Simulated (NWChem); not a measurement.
# SiBr2F2; SMILES F[Si](F)(Br)Br

```xyz
5

F      0.0000    -1.2873    -1.6114
Si     0.0000     0.0000    -0.6597
F      0.0000     1.2873    -1.6114
Br     1.8109     0.0000     0.5500
Br    -1.8109     0.0000     0.5500
```
Atoms are numbered in this order, from 1.

Level: PBE0/def2-SVP (NWChem), optimised geometry, unscaled harmonic frequencies. This build's default masses of Se (78.918 u) and Br (79.917 u) are each other's, which moves their modes by up to 0.6 %.

**Question.** List the harmonic frequencies with IR intensities, and the thermochemistry.

**Answer.** 
```csv
frequency (cm⁻¹),IR intensity (km/mol)
114,0.1
177,0.0
230,6.9
247,15.9
264,6.2
412,39.1
563,299.2
904,175.5
991,129.3
```

```yaml
zero_point_energy: 5.6 kcal/mol
thermal correction to the enthalpy at 298.15 K (with zero-point energy): 10.0 kcal/mol
heat capacity Cv: 18.5 cal/(mol K)
entropy at 298.15 K and 1 atm (symmetry number 2): 83.0 cal/(mol K)
dipole_moment: 0.96 D
```

Rigid rotor and harmonic oscillator.
